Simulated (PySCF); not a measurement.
C3H4, SMILES C1=CC1.

Geometry optimised at B3LYP-D3(BJ)/def2-TZVP.

Two levels are set side by side: TDA-PBE/def2-SVPD (PySCF) and TDA-B3LYP/def2-SVPD (PySCF). Vertical, same geometry. The lowest singlet is HOMO−1→LUMO 99 % with PBE and HOMO−1→LUMO 99 % with the other functional; states are paired by order. Differences are taken from unrounded values.

| quantity | TDA-B3LYP | TDA-PBE | TDA-PBE minus TDA-B3LYP |
|---|---|---|---|
| lowest singlet excitation (eV) | 6.53 | 6.35 | -0.18 |
| lowest triplet excitation (TDA) (eV) | 4.21 | 4.18 | -0.02 |
| first bright state (f over 0.05) (eV) | 6.72 | 6.53 | -0.20 |
| its oscillator strength | 0.08 | 0.06 | -0.02 |

Rough cost on one machine, each run with all the roots and properties that it gave: TDA-B3LYP against TDA-PBE within a factor of 2.
